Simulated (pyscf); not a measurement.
Single points on ωB97X-D3(BJ)/def2-SVP structures (PySCF, gas phase). Correlated levels are frozen-core, on RHF or UHF. ΔMP2 is the change of the MP2 total energy from the triple- to the quadruple-zeta basis.

### Question
H₂C=SiH–CH₃ (SMILES C=[SiH]C) → H₃C–Si:–CH₃ (SMILES C[Si]C) [singlet]
Surface: singlet. Broken: H–Si. Formed: C–H. Give ΔE‡ and ΔE from CCSD(T)/def2-TZVPP + ΔMP2(QZVPP), relative to the reactant's lowest minimum found.

### Answer
ΔE‡ = 168.4 kJ/mol, ΔE = +8.7 kJ/mol. Zero-point energy shifts the barrier by -5.4 kJ/mol. It is a hydrogen shift, with an imaginary mode of 1145i cm⁻¹. H₂C=SiH–CH₃ lies 31.2 kJ/mol over its isomer H₂C=CH–SiH₃, and others may lie lower still (electronic energy, ωB97M-D3(BJ)). H₃C–Si:–CH₃ [singlet] lies 30.9 kJ/mol over its isomer H₂C=CH–SiH₃, and others may lie lower still (electronic energy, ωB97M-D3(BJ)). This is the saddle that the search found; another between the same sides may lie lower. The CCSD(T) − MP2 part came from Ansatz, without density fitting, on the same reference.
